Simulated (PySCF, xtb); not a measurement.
1,1-difluorobut-1-ene (C4H6F2), SMILES CCC=C(F)F. Other conformers were not sampled.

Harmonic wavenumbers (cm⁻¹) from GFN2-xTB (xtb 6.7.1) at its own minimum, in rising order: 54, 153, 180, 252, 386, 457, 514, 527, 803, 829, 884, 974, 1051, 1084, 1152, 1162, 1234, 1257, 1333, 1411, 1472, 1496, 1500, 1785, 2964, 3004, 3042, 3045, 3049, 3108.

Task: What does PBE-D3(BJ)/def2-SVP run with PySCF give at its own minimum? (Estimate from the structure and the level; the computed values follow.)

Result: 58, 150, 193, 276, 391, 493, 572, 595, 753, 790, 864, 943, 1020, 1050, 1125, 1199, 1248, 1289, 1341, 1345, 1408, 1418, 1430, 1766, 2961, 2970, 3028, 3060, 3065, 3130. Paired by order, the mean absolute difference is 31 cm⁻¹ and the zero-point energies are 57.4 and 57.1 kcal/mol.
